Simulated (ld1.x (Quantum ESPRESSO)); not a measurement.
**Reading a pseudo-wave (C (Z = 6))**

Columns: radius, all-electron u(r) and pseudo u(r) of the 2p shell (level -5.42 eV) of carbon in the configuration [He] 2s2 2p2; LDA (PZ), non-relativistic, ultrasoft scheme, ld1.x (Quantum ESPRESSO) 7.5.

```csv
r (bohr),all-electron,pseudo
0.115,0.0604,0.0100
0.230,0.1792,0.0394
0.345,0.3059,0.0861
0.460,0.4200,0.1469
0.575,0.5142,0.2176
0.690,0.5874,0.2937
0.805,0.6408,0.3703
0.920,0.6767,0.4428
1.035,0.6976,0.5073
1.150,0.7062,0.5607
1.265,0.7050,0.6010
1.380,0.6962,0.6274
1.495,0.6816,0.6401
1.610,0.6626,0.6406
1.725,0.6406,0.6308
1.840,0.6164,0.6132
1.955,0.5908,0.5903
2.070,0.5645,0.5646
2.185,0.5378,0.5379
2.300,0.5112,0.5112
2.415,0.4849,0.4849
2.530,0.4591,0.4591
2.645,0.4340,0.4340
2.760,0.4096,0.4096
2.875,0.3862,0.3862
2.990,0.3637,0.3637
```

(1) How many radial nodes do the two functions have?

(2) At about which radius was the pseudo-wave matched?

(3) Is the pseudo-wave norm-conserving?

Results:

(1) The all-electron 2p function has n − l − 1 = 0; the pseudo-wave has 0.

(2) 2.30 bohr. The columns agree to 0.0005 from 1.96 bohr on; several derivatives are matched, so the curves merge somewhat inside the radius.

(3) No, it belongs to an ultrasoft set: the norm inside the radius is not constrained, and the difference is carried by the augmentation charge.
